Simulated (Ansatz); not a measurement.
Reaction (redistribution): `[GeH3][O][GeH3]` + `CCO[SiH2]Cl` → `Cl[SiH2][O][GeH3]` + `CC[O][GeH3]`

Program: Ansatz. Geometries: PBE0-D4/def2-TZVP. ΔE: electronic, gas phase. CCSD(T)/CBS adds triple-zeta CCSD(T) − MP2 to the extrapolated MP2 energy (def2 sets, frozen cores). Functionals use def2-TZVPP. HSE06 is defined as in plane-wave codes. For Ge outer-core shells are correlated without core-valence functions, which leaves a few kJ/mol of doubt a bond. Scalar relativity is left out up to krypton. One conformer a species, not always the lowest.

`[GeH3][O][GeH3]`:

Z-matrix (Å, degrees):
```
Ge
O 1 1.773
H 1 1.533 2 105.7
H 1 1.541 2 109.2 3 119.8
H 1 1.541 2 109.2 3 -119.8
Ge 2 1.773 1 127.5 3 180.0
H 6 1.533 2 105.7 1 180.0
H 6 1.541 2 109.2 1 60.1
H 6 1.541 2 109.2 1 -60.2
```

`CCO[SiH2]Cl`:

Cartesian coordinates in Å:
```
C 1.756 -0.409 -0.714
C 0.529 -0.449 0.160
O -0.454 0.427 -0.375
Si -1.824 0.845 0.392
Cl -3.028 -0.794 0.708
H 2.172 0.600 -0.749
H 2.519 -1.086 -0.323
H 1.510 -0.715 -1.732
H 0.777 -0.146 1.185
H 0.120 -1.465 0.204
H -1.540 1.406 1.734
H -2.538 1.788 -0.490
```

`Cl[SiH2][O][GeH3]`:

Z-matrix (Å, degrees):
```
Si
O 1 1.616
Cl 1 2.062 2 110.4
H 1 1.477 2 109.0 3 118.2
H 1 1.481 2 111.6 3 -117.7
Ge 2 1.786 1 134.9 3 41.8
H 6 1.533 2 107.8 1 -77.7
H 6 1.532 2 104.8 1 162.7
H 6 1.536 2 108.2 1 43.2
```

`CC[O][GeH3]`:

```xyz
12

C    -1.520   -0.887    0.846
C    -0.260   -0.087    0.622
O     0.042   -0.083   -0.757
Ge    1.488    0.804   -1.292
H    -1.385   -1.914    0.501
H    -1.778   -0.908    1.908
H    -2.353   -0.447    0.294
H     0.569   -0.526    1.198
H    -0.399    0.941    0.991
H     1.340    2.288   -0.902
H     1.529    0.612   -2.810
H     2.729    0.206   -0.600
```

| level | ΔE (kJ/mol) |
| --- | --- |
| LDA (SPW92) | -6.6 |
| ωB97M-V | -7.3 |
| B2PLYP | -6.5 |
| HSE06 | -6.6 |

(1) What does CCSD(T)/CBS give? (Best estimate.)

Largest T1 diagnostic among the species: 0.012.

Answers

(1) The calculation gave: -7.4 kJ/mol. The listed levels differ from it by 0.8, 0.1, 0.9, 0.8 kJ/mol.

Leaving LDA and LC-ωPBE aside and taking each functional with its dispersion term where it has one, the values, not all of them listed here, spread over 1.5 kJ/mol, from BHLYP-D4 to B2PLYP.
